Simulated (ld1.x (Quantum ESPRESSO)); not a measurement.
# Varying the TM potential for Pt

Base potential:

Pt, norm-conserving Troullier–Martins (Kleinman–Bylander form), made with ld1.x (Quantum ESPRESSO) 7.5 (PBE, scalar-relativistic). Core [Xe] 4f14, reference 5d9 6s0.75 6p0.25. Waves: 6s (bound): rc 1.80 bohr; 5d (bound): rc 1.65 bohr; 6p (bound): rc 3.90 bohr. Local part: the p channel. Core correction: none.

All-electron outer shells of the reference configuration (PBE, scalar-relativistic, ld1.x):

| shell | level (eV) | outermost node (bohr) | outermost maximum (bohr) |
| --- | --- | --- | --- |
| 4f | -70.64 | – | 0.38 |
| 5p | -56.59 | 0.53 | 0.98 |
| 5d | -6.69 | 0.57 | 1.26 |
| 6s | -6.08 | 1.14 | 2.38 |
| 6p | -1.16 | 1.36 | 3.64 |

Cutoffs, loose and tight: the cutoffs (Ry, on a coarse ladder) from which the occupation-weighted sum of valence levels, in a spherical-Bessel basis at the reference potential, stays within 10 and 1 mRy of its value at 400 Ry. They do not see the model core or the augmentation charge, which bear on the density cutoff. Test errors are all-electron minus pseudo excitation energies from the reference, over the configurations 5d9 6s1 6p0; 5d9 6s0 6p0; 5d8 6s0 6p0; 5d8 6s2 6p0; 5d8 6s1 6p1; 5d10 6s0 6p0; 5d8 6s1 6p0. A dash means not determined; rows that change the core or the reference have their own tests.

```csv
change,outcome,"cutoff, loose","cutoff, tight",bound ghosts,largest test error (meV)
base,generated,40 Ry,70 Ry,none,-123
wave 5d (bound): rc 1.65 bohr becomes 5d (bound): rc 1.06 bohr,generated,140 Ry,230 Ry,none,-120
wave 5d (bound): rc 1.65 bohr becomes 5d (bound): rc 1.64 bohr,generated,40 Ry,70 Ry,none,-123
wave 5d (bound): rc 1.65 bohr becomes 5d (bound): rc 1.76 bohr,generated,40 Ry,70 Ry,none,-123
wave 5d (bound): rc 1.65 bohr becomes 5d (bound): rc 1.96 bohr,generated,40 Ry,70 Ry,none,-123
wave 5d (bound): rc 1.65 bohr becomes 5d (bound): rc 2.12 bohr,generated,40 Ry,70 Ry,none,-123
wave 5d (bound): rc 1.65 bohr becomes 5d (bound): rc 2.34 bohr,generated,40 Ry,60 Ry,none,-123
```

Task: What comes out with this change to the base: wave 5d (bound): rc 1.65 bohr becomes 5d (bound): rc 2.44 bohr?

Result: outcome: generated; cutoff, loose: 35 Ry; cutoff, tight: 60 Ry; bound ghosts: none; largest test error (meV): -123.

Task: What comes out with this change to the base: wave 5d (bound): rc 1.65 bohr becomes 5d (bound): rc 1.48 bohr?

Result: outcome: generated; cutoff, loose: 40 Ry; cutoff, tight: 80 Ry; bound ghosts: none; largest test error (meV): -123.

Task: What comes out with this change to the base: wave 5d (bound): rc 1.65 bohr becomes 5d (bound): rc 1.26 bohr?

Result: outcome: generated; cutoff, loose: 45 Ry; cutoff, tight: 80 Ry; bound ghosts: none; largest test error (meV): -122.

Reading the sweep of the d radius (base included, trends over the rows without a ghost): The loose cutoff falls from 140 Ry at 1.06 to 35 Ry at 2.44 bohr. A larger radius leaves more room for a smooth pseudo-wave, so fewer plane waves are needed; a smaller one forces it to follow the all-electron wave where it bends sharply. The median size of the test errors (rows with all tests solved) stays near 54.1 meV.
